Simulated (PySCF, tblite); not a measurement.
Isomers of C6H12N (doublet state). Level: GFN2-xTB in tblite, geometry and Hessian alike; calculated harmonic values, unscaled, isolated species. This tight-binding method is rough: wavenumbers can miss measured ones by several per cent, in bad cases by 10 to 20. One conformer each. Open shells enter through the occupations alone, without spin polarisation, and single modes of such species can be off by tens of per cent.

Electronic energies: B3LYP/pcH-1 single points on the GFN2-xTB geometries (PySCF, gas phase).

| SMILES | electronic energy, lowest = 0 (kJ/mol) |
| --- | --- |
| [CH]1CCCNCC1 | 12.0 |
| C=C[C@](C)(N)[CH]C | 44.2 |
| C=C[C](C)CNC | 0.0 |

Problem. How do GFN2-xTB zero-point energies change the relative energies?

Solution. 
| SMILES | ZPE (kJ/mol) | of it from modes above 1550 cm⁻¹ | electronic (kJ/mol) | with ZPE, lowest = 0 (kJ/mol) | lowest mode (cm⁻¹) | rings |
| --- | --- | --- | --- | --- | --- | --- |
| C=C[C](C)CNC | 432.5 | 216.7 | 0.0 | 0.0 | 45 | 0 |
| [CH]1CCCNCC1 | 445.1 | 214.4 | 12.0 | 24.6 | 73 | 1 |
| C=C[C@](C)(N)[CH]C | 429.0 | 241.7 | 44.2 | 40.7 | 68 | 0 |

The zero-point energies span 16.1 kJ/mol, from `C=C[C@](C)(N)[CH]C` to `[CH]1CCCNCC1`. The order is unchanged.

Problem. And how do the electronic energies of GFN2-xTB itself compare?

Solution. `C=C[C](C)CNC` 43.9; `[CH]1CCCNCC1` 0.0; `C=C[C@](C)(N)[CH]C` 119.1 kJ/mol, lowest = 0. Against the energies above, taken from the same isomer `C=C[C](C)CNC`, the largest difference is 55.9 kJ/mol.

Problem. What do entropy and thermal enthalpy add at 298.15 K and 1 bar (rigid rotor, harmonic oscillator, one conformer each)?

Solution. 
```tsv
SMILES	point group	symmetry number	S (J/(mol K))	H − H(0) (kJ/mol)	ZPE + H − H(0) − TS (kJ/mol)
C=C[C](C)CNC	C1	1	398.9	27.03	340.6
[CH]1CCCNCC1	C1	1	350.0	21.33	362.1
C=C[C@](C)(N)[CH]C	C1	1	396.8	27.99	338.6
```

S holds R ln(2S + 1) for the spin.
